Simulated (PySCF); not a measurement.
Sn(Br)2(OH)2, H₂Br₂O₂Sn, SMILES [OH][Sn]([OH])([Br])[Br], PBE0/def2-SVP optimised geometry.

```
7

O     -1.20    -2.08    -1.66
Sn    -0.72    -1.15     0.00
O      1.25    -1.15     0.00
Br    -1.63    -2.35     1.96
Br    -1.63     1.15     0.00
H     -0.39    -2.34    -2.13
H      1.63    -0.71     0.77
```

Density from PBE0/def2-TZVP, def2 effective core potentials past Kr in PySCF at that geometry. The core electrons that the potentials of Sn replace are not part of the density.

Minimum of the electron density along straight lines between bonded atoms, close to the bond critical point (lines longer than 1.1 times the sum of covalent radii, or with two minima, are not listed):

| bond | length / Å | ρ at the minimum / e bohr⁻³ | ∇²ρ there / e bohr⁻⁵ | position (fraction from the first atom) |
|---|---|---|---|---|
| O1–Sn2 | 1.959 | 0.126 | 0.48 | 0.49 |
| Sn2–O3 | 1.967 | 0.123 | 0.47 | 0.51 |
| Sn2–Br4 | 2.469 | 0.081 | 0.10 | 0.47 |
| Sn2–Br5 | 2.469 | 0.081 | 0.10 | 0.47 |
| O1–H6 | 0.967 | 0.352 | -2.36 | 0.81 |
| O3–H7 | 0.965 | 0.353 | -2.37 | 0.81 |
